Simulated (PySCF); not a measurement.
# Working out the excitation energy of Zn

Zn [Ar] 3d10 4s2 (1S) → Zn [Ar] 3d9 4s2 5s1 (3D). All numbers are calculated (PySCF 2.14, scalar relativity through the core potential, in aug-cc-pVDZ-PP with ECP10MDF). Frozen: 3s2 3p6. Energies in hartree (1 hartree = 27.21139 eV):

```json
{"part": "UHF", "Zn (lower)": "-225.952569", "Zn (upper)": "-225.499523"}
{"part": "MP2 opposite-spin", "Zn (lower)": "-0.301853", "Zn (upper)": "-0.236147"}
{"part": "MP2 same-spin", "Zn (lower)": "-0.166911", "Zn (upper)": "-0.127794"}
```

**Question.** What does Hartree-Fock give?

**Answer.** (-225.499523) − (-225.952569) = 0.453046 hartree = 12.328 eV.

**Question.** What do MP2 and SCS-MP2 (6/5 opposite-spin, 1/3 same-spin) give?

**Answer.** The opposite-spin parts differ by 1.788 eV and the same-spin parts by 1.064 eV. MP2: 12.328 + (1.788) + (1.064) = 15.180 eV. SCS-MP2: 12.328 + 1.2 × (1.788) + (1.064)/3 = 14.828 eV.

The upper state lies above the first ionisation limit, where it may autoionise and the basis confines it. A Rydberg-like electron needs more diffuse functions than a valence basis has.

A double-zeta basis recovers only part of the correlation energy.
